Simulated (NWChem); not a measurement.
System meant: CH₃Cl₂NZr; SMILES C[N]=[Zr]([Cl])[Cl]

The following NWChem deck was run.

```
start job
memory heap 200 mb stack 900 mb global 1100 mb
geometry units angstroms noautoz
  Zr     0.051640    -0.040432    -0.411947
  N      0.059946     1.745117    -0.247919
  C      0.044275     3.141101     0.018961
  H      0.833262     3.429608     0.736460
  H      0.216168     3.722247    -0.904936
  H     -0.926032     3.468143     0.433846
  Cl     1.998383    -1.011342     0.574526
  Cl    -2.139563    -0.931946    -0.081185
end
basis spherical
  Zr library def2-svp
  N library def2-svp
  C library def2-svp
  H library def2-svp
  Cl library def2-svp
end
dft
  xc pbe0
  iterations 150
  mulliken
end
task dft energy
```

End of the output:

```
             Northwest Computational Chemistry Package (NWChem) 7.3.0
             --------------------------------------------------------

 C1  symmetry detected

                             Geometry "geometry" -> ""
                             -------------------------

 Output coordinates in angstroms (scale by  1.889725989 to convert to a.u.)

  No.       Tag          Charge          X              Y              Z
 ---- ---------------- ---------- -------------- -------------- --------------
    1 Zr                  40.0000    -0.09207026    -0.00000925    -0.31930887
    2 N                    7.0000     1.67399978     0.00010068    -0.00921854
    3 C                    6.0000     3.04296231     0.00037911     0.37312078
    4 H                    1.0000     3.29817175    -0.88553166     0.98186689
    5 H                    1.0000     3.70130689    -0.01372716    -0.51414861
    6 H                    1.0000     3.30468980     0.89985379     0.95880477
    7 Cl                  17.0000    -1.07621130    -2.09525878     0.26975760
    8 Cl                  17.0000    -1.07656108     2.09507028     0.26975045

 Effective nuclear repulsion energy (a.u.)     577.6838079180

                                 NWChem DFT Module
                                 -----------------

 Summary of "ao basis" -> "ao basis" (spherical)
 ------------------------------------------------------------------------------
       Tag                 Description            Shells   Functions and Types
 ---------------- ------------------------------  ------  ---------------------
 Zr                         def2-svp                11       31   5s3p2d1f
 N                          def2-svp                 6       14   3s2p1d
 C                          def2-svp                 6       14   3s2p1d
 H                          def2-svp                 3        5   2s1p
 Cl                         def2-svp                 8       18   4s3p1d

            General Information
            -------------------
          SCF calculation type: DFT
          Wavefunction type:  closed shell.
          No. of atoms     :     8
          No. of electrons :    90
           Alpha electrons :    45
            Beta electrons :    45
          Charge           :     0
          Spin multiplicity:     1
          Use of symmetry is: off; symmetry adaption is: off
          Maximum number of iterations: 150
          AO basis - number of functions:   110
                     number of shells:    48
          Convergence on energy requested:  1.00D-06
          Convergence on density requested:  1.00D-05
          Convergence on gradient requested:  5.00D-04

              XC Information
              --------------
                         PBE0 Method XC Functional
                     Hartree-Fock (Exact) Exchange  0.250
          PerdewBurkeErnzerhof Exchange Functional  0.750
            Perdew 1991 LDA Correlation Functional  1.000 local
           PerdewBurkeErnz. Correlation Functional  1.000 non-local

             Grid Information
             ----------------
          Grid used for XC integration:  medium
          Radial quadrature: Mura-Knowles
          Angular quadrature: Lebedev.
          Tag              B.-S. Rad. Rad. Pts. Rad. Cut. Ang. Pts.
          ---              ---------- --------- --------- ---------
          Zr                  1.55      123          11.0       590
          N                   0.65       49           9.0       434
          C                   0.70       49          12.0       434
          H                   0.35       45          13.0       434
          Cl                  1.00       88          13.0       590
          Grid pruning is: on
          Number of quadrature shells:   532
          Spatial weights used:  Erf1

      Superposition of Atomic Density Guess
      -------------------------------------

 Sum of atomic energies:       -1678.71362683

      Non-variational initial energy
      ------------------------------

 Total energy =   -1684.679969
 1-e energy   =   -3439.401965
 2-e energy   =    1177.038188
 HOMO         =      -1.070245
 LUMO         =      -1.018524

     ---------------------------------------------
      Total Density - Mulliken Population Analysis
     ---------------------------------------------

    Atom       Charge   Shell Charges
 -----------   ------   -------------------------------------------------------
    1 Zr  40    46.52   2.00  2.02  2.07  2.30 -0.53  6.05  7.38 -0.09 10.53  0.45 14.34
    2 N    7     9.21   1.99  1.26  0.31  3.82  1.77  0.06
    3 C    6     3.26   1.99  0.90  0.33  0.23 -0.20  0.02
    4 H    1     0.27   0.18  0.08  0.01
    5 H    1     0.25   0.17  0.07  0.01
    6 H    1     0.27   0.18  0.08  0.01
    7 Cl  17    15.11   2.00  1.99  0.98  0.87  5.93  1.54  1.66  0.13
    8 Cl  17    15.11   2.00  1.99  0.98  0.87  5.93  1.54  1.66  0.13

[...]
```

**Question.** What is wrong, and how is it mended?

**Answer.** The run ends normally but its numbers are meaningless: the def2 basis of a heavy element holds valence functions alone and wants its effective core potential (without it all electrons must fit into that basis). This input runs:
```
start job
memory heap 200 mb stack 900 mb global 1100 mb
geometry units angstroms noautoz
  Zr     0.051640    -0.040432    -0.411947
  N      0.059946     1.745117    -0.247919
  C      0.044275     3.141101     0.018961
  H      0.833262     3.429608     0.736460
  H      0.216168     3.722247    -0.904936
  H     -0.926032     3.468143     0.433846
  Cl     1.998383    -1.011342     0.574526
  Cl    -2.139563    -0.931946    -0.081185
end
basis spherical
  Zr library def2-svp
  N library def2-svp
  C library def2-svp
  H library def2-svp
  Cl library def2-svp
end
ecp
  Zr library def2-ecp
end
dft
  xc pbe0
  iterations 150
  mulliken
end
task dft energy
```
It converges to -1061.48811 Ha (PBE0/def2-SVP with def2 effective core potentials on Zr). The faulty run gave -1711.881 Ha, with all electrons squeezed into the valence basis.
